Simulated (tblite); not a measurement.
Species: C₂H₉GeNSi.
Atom-mapped SMILES: `[CH2:1]=[CH:2][N:3]([SiH3:4])[GeH3:5]` (hydrogens: H6, H7 on C1; H8 on C2; H9, H10, H11 on Si4; H12, H13, H14 on Ge5)

Geometry (GFN2-xTB, Å), atoms numbered from 1 in this order:
```xyz
14
C2H9GeNSi angstrom
C     -0.948   -1.814    0.704
C     -1.071   -0.616    0.148
N     -0.038    0.264   -0.126
Si    -0.465    1.783   -0.866
Ge     1.685   -0.226    0.306
H      0.012   -2.210    0.999
H     -1.809   -2.433    0.880
H     -2.052   -0.252   -0.135
H     -1.118    1.511   -2.151
H     -1.383    2.498    0.027
H      0.784    2.517   -1.046
H      2.557    0.914   -0.106
H      2.057   -1.473   -0.441
H      1.787   -0.463    1.783
```

Calculated harmonic vibrations of the isolated species, GFN2-xTB (tblite), most abundant isotopes, no scaling. Against measured fundamentals such values can be off by several per cent, at times by over 20. Modes of hydrogen on germanium and silicon can be 10 to 20 % off. One conformer, not necessarily the lowest. The optimisation stopped once no atom felt more than 0.01 eV/Å.

Lowest wavenumbers of the output (negative numbers stand for imaginary wavenumbers):
```
mode    cm-1
  1     -34.5
  2      76.2
  3     193.7
  4     198.8
  5     203.4
  6     210.9
  7     423.5
  8     452.8
```

**Question.** Is this structure a minimum?

**Answer.** Not by this Hessian. 1 mode is imaginary beyond 20i (34i cm⁻¹), so at this level the point lies at or near a first-order saddle. The curvature is small, so loose convergence or finite differences may be the whole cause.

**Question.** Which atoms move in the imaginary mode?

**Answer.** 34i: H10 (Si–H hydrogen) 23 %, H9 (Si–H hydrogen) 23 %, H11 (Si–H hydrogen) 16 %, N3 (silicon-bound nitrogen) 11 %. These are shares of the mass-weighted motion.

**Question.** What is the remedy?

**Answer.** Step along that mode in both directions, optimise again with tighter thresholds and repeat the frequencies. The zero-point energy of this point (58.2 kcal/mol) counts the 35 real modes alone, and thermal corrections from it aren't those of a minimum.
